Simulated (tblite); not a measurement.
Species: C8H9 (doublet state).
Structure used (GFN2-xTB), in Å, numbered top down from 1:
```xyz
17
C8H9 angstrom
C     -2.7187    0.7678   -0.4924
C     -1.6585   -0.0099   -0.0627
C     -1.6764   -1.3916   -0.0693
C     -0.4715    0.6484    0.4128
C      0.2349    1.7086    0.6861
C      0.9162    0.3876    0.9563
C      1.9742   -0.0959    0.0569
C      2.9713   -0.8813    0.4317
H     -2.6623    1.8402   -0.4733
H     -3.6218    0.3136   -0.8577
H     -0.8263   -1.9555    0.2684
H     -2.5377   -1.9328   -0.4159
H      0.3649    2.7613    0.7277
H      1.0202    0.0560    1.9879
H      1.8883    0.2299   -0.9728
H      3.0722   -1.2145    1.4519
H      3.7241   -1.2200   -0.2588
```

Level: GFN2-xTB in tblite, geometry and Hessian alike; calculated harmonic values, unscaled, isolated species. This tight-binding method is rough: wavenumbers can miss measured ones by several per cent, in bad cases by 10 to 20. One conformer, not necessarily the lowest. Open shells enter through the occupations alone, without spin polarisation, and single modes of such species can be off by tens of per cent.

Harmonic wavenumbers (cm⁻¹): 43.2, 69.2, 135.4, 184.4, 291.6, 321.2, 355.9, 427.4, 491.7, 501.0, 526.2, 603.1, 649.9, 665.0, 723.7, 747.1, 763.1, 876.2, 896.2, 929.0, 939.8, 982.7, 1007.2, 1021.0, 1046.6, 1129.5, 1199.3, 1263.3, 1326.3, 1339.3, 1347.9, 1420.9, 1447.4, 1458.5, 1698.1, 1859.1, 2970.6, 3044.8, 3097.9, 3120.5, 3123.9, 3126.5, 3160.4, 3166.2, 3234.8.

A = 4301, B = 1249, C = 1030 MHz; mass 105.070 u (most abundant isotopes); point group C1, symmetry number 1; spin multiplicity 2.

Question: Zero-point energy?

Answer: ½Σν̃ = 29366 cm⁻¹ = 351.30 kJ/mol.

Question: Entropy at 500 K, 1 bar (ideal gas, RRHO, classical rotation)?

Answer: Translation 177.65, rotation 125.50, vibration 178.86, spin (R ln 2) 5.76: S = 487.8 J/(mol K).

Question: And Cp and H(500 K) − H(0)?

Answer: Cp = 219.07 J/(mol K), of which vibrations give 185.82 (their classical limit is 45 R = 374.2); H(500 K) − H(0) = 63.73 kJ/mol without the zero-point energy, 47.10 from vibrations.

Question: How do the functions run with temperature in this model?

Answer: 
```json
{"T (K)": "50", "S (J/(mol K))": "244.3", "Cp (J/(mol K))": "50.7", "H − H(0) (kJ/mol)": "2.05", "G − H(0) (kJ/mol)": "-10.17", "ln q(vib)": "0.51"}
{"T (K)": "100", "S (J/(mol K))": "284.5", "Cp (J/(mol K))": "67.1", "H − H(0) (kJ/mol)": "4.99", "G − H(0) (kJ/mol)": "-23.45", "ln q(vib)": "1.49"}
{"T (K)": "298.15", "S (J/(mol K))": "393.1", "Cp (J/(mol K))": "148.6", "H − H(0) (kJ/mol)": "26.15", "G − H(0) (kJ/mol)": "-91.05", "ln q(vib)": "5.64"}
{"T (K)": "373.15", "S (J/(mol K))": "429.7", "Cp (J/(mol K))": "178.1", "H − H(0) (kJ/mol)": "38.42", "G − H(0) (kJ/mol)": "-121.91", "ln q(vib)": "7.31"}
{"T (K)": "750", "S (J/(mol K))": "587.8", "Cp (J/(mol K))": "273.5", "H − H(0) (kJ/mol)": "125.87", "G − H(0) (kJ/mol)": "-314.99", "ln q(vib)": "15.74"}
{"T (K)": "1000", "S (J/(mol K))": "671.6", "Cp (J/(mol K))": "308.6", "H − H(0) (kJ/mol)": "198.93", "G − H(0) (kJ/mol)": "-472.71", "ln q(vib)": "20.93"}
```

q(vib) and H(0) count from the zero-point level.

Question: Blend soft modes into free rotors: weight 1/[1 + (100 cm⁻¹/ν̃)⁴] for the oscillator and the rest for a rotor with moment μB/(μ + B), μ = h/(8π²ν), B = 10⁻⁴⁴ kg m². What vibrational entropy results?

Answer: 165.15 J/(mol K) in place of 178.86, which changes −T·S at 500 K by +6.85 kJ/mol.

Hindered rotation and anharmonicity are outside this model. Other conformers, if any are populated, would add a mixing term that is left out. The structure is chiral; the term R ln 2 for an equal mix with its mirror image is left out.

The run took 0.41 s on an Arm Neoverse V2 with one thread, no GPU (shared host). This covers the Hessian and the dipole derivatives.
